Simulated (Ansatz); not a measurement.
Born–Oppenheimer molecular dynamics of C$_{2}$H$_{12}$N$_{2}$OSi$_{2}$ (19 atoms, charge 0, multiplicity 1). It starts from a relaxed structure.

All numbers below come from RKS BLYP/STO-3G in Ansatz 0.2.0.

```json
{"ensemble": "NVT, Nosé–Hoover chain", "time step": "0.5 fs", "steps asked": "300", "set temperature": "500 K", "thermostat": "time constant 300 fs, chain length 3", "seed": "505239"}
```

First frame:

```xyz
19
Properties=species:S:1:pos:R:3
Si -0.052 0.097 -0.076
O 0.196 -0.125 1.598
Si -1.158 -0.614 2.539
H -1.476 -2.033 2.386
H -0.751 -0.394 3.922
H -2.370 0.164 2.285
N 1.518 -0.062 -0.925
C 2.326 -1.303 -0.594
H 1.669 -2.199 -0.653
H 3.145 -1.427 -1.340
H 2.797 -1.286 0.423
C 2.415 1.161 -0.886
H 3.225 1.054 -1.644
H 1.816 2.063 -1.142
H 2.906 1.339 0.107
H -0.562 1.424 -0.417
N -1.288 -1.091 -0.602
H -0.846 -2.047 -0.754
H -1.635 -0.831 -1.574
```

Question: What does the run give?

Answer: All steps were run.

- steps done: 300
- time covered: 150 fs
- mean temperature over the second half: 267 K
- spread of the potential energy over the second half: 3.8 meV per atom
- mean potential energy of the second half above the start: 29.2 meV per atom

The conserved energy stayed within 0.3 meV per atom of its start (net change 0.22 meV per atom), so the integration is sound. The mean temperature of the second half is 47 % below the set value. A run of 0.15 ps of so small a system gives no equilibrium averages. Limits of this set-up: minimal basis.

Question: What happens to the structure?

Answer: The same pairs are bonded in the first frame and the last. Pairs count as bonded within 1.25 times the sum of covalent radii (0.12 Å more for H–H). This is one draw of velocities; another would differ in detail.

Question: How do temperature and energy run in time?

Answer: 
| time (fs) | T (K) | potential energy less start (eV) | conserved less start (meV/atom) |
| --- | --- | --- | --- |
| 0 | 500 | 0.000 | 0.00 |
| 7.5 | 189 | 0.688 | 0.28 |
| 15 | 255 | 0.541 | 0.17 |
| 22.5 | 248 | 0.561 | 0.26 |
| 30 | 297 | 0.451 | 0.13 |
| 37.5 | 195 | 0.680 | 0.26 |
| 45 | 287 | 0.476 | 0.12 |
| 52.5 | 305 | 0.441 | 0.18 |
| 60 | 286 | 0.483 | 0.15 |
| 67.5 | 166 | 0.753 | 0.27 |
| 75 | 343 | 0.365 | 0.15 |
| 82.5 | 224 | 0.630 | 0.22 |
| 90 | 298 | 0.472 | 0.16 |
| 97.5 | 238 | 0.609 | 0.18 |
| 105 | 274 | 0.534 | 0.22 |
| 112.5 | 265 | 0.559 | 0.19 |
| 120 | 261 | 0.572 | 0.18 |
| 127.5 | 224 | 0.660 | 0.23 |
| 135 | 296 | 0.507 | 0.14 |
| 142.5 | 304 | 0.498 | 0.20 |
| 150 | 241 | 0.644 | 0.22 |

The run took 24 min on 1 thread of Arm Neoverse V2, on a shared host, peak memory 0.12 GiB.
